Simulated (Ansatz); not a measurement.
Calculated with Ansatz (gas phase, PBE0-D4/def2-TZVP geometries, no zero-point term in ΔE). CCSD(T)/CBS adds triple-zeta CCSD(T) − MP2 to the extrapolated MP2 energy (def2 sets, frozen cores). This one scheme is used for every species. DFT in def2-TZVPP. B3LYP here is the variant with VWN-RPA as its local correlation; programs differ in this. def2 core potentials past Kr. For Ta outer-core shells are correlated without core-valence functions, which leaves a few kJ/mol of doubt a bond. Each species was taken in one conformer, which may not be the lowest.

Reaction (ligand exchange at a Ta–O bond): `[NH2][Ta](=[O])([OH])[OH]` + H–F → `[NH2][Ta](=[O])([OH])[F]` + H₂O

```json
{"level": "B3LYP-D4", "ΔE (kJ/mol)": "-51.8", "difference from CCSD(T)/CBS": "-5.3"}
{"level": "r2SCANh-D4", "ΔE (kJ/mol)": "-53.2", "difference from CCSD(T)/CBS": "-6.7"}
{"level": "ωB97X-V", "ΔE (kJ/mol)": "-53.7", "difference from CCSD(T)/CBS": "-7.2"}
{"level": "B3LYP", "ΔE (kJ/mol)": "-54.9", "difference from CCSD(T)/CBS": "-8.4"}
{"level": "r2SCANh", "ΔE (kJ/mol)": "-53.8", "difference from CCSD(T)/CBS": "-7.3"}
{"level": "r2SCAN0", "ΔE (kJ/mol)": "-52.2", "difference from CCSD(T)/CBS": "-5.7"}
{"level": "CAM-B3LYP", "ΔE (kJ/mol)": "-54.6", "difference from CCSD(T)/CBS": "-8.1"}
{"level": "HF/def2-SVP", "ΔE (kJ/mol)": "-56.8", "difference from CCSD(T)/CBS": "-10.3"}
{"level": "CCSD(T)/def2-SVP", "ΔE (kJ/mol)": "-53.3", "difference from CCSD(T)/CBS": "-6.8"}
{"level": "SCS-MP2/def2-TZVPP", "ΔE (kJ/mol)": "-47.1", "difference from CCSD(T)/CBS": "-0.6"}
{"level": "CCSD(T)/CBS", "ΔE (kJ/mol)": "-46.5", "difference from CCSD(T)/CBS": "0"}
```

Largest T1 diagnostic among the species: 0.020.

From BLYP to BHLYP (50 % exact exchange), in def2-TZVPP and without D4, ΔE moves by +3.7 kJ/mol. Leaving LDA and LC-ωPBE aside and taking each functional with its dispersion term where it has one, the values, not all of them listed here, spread over 9.0 kJ/mol, from B97M-V to PBE-QIDH. LDA lies +6.6 kJ/mol from PBE without D4. In def2-TZVPP, CCSD(T) changes the Hartree–Fock value by +7.4 kJ/mol (the triples alone add +0.9 kJ/mol) and MP2 by +10.2 kJ/mol.
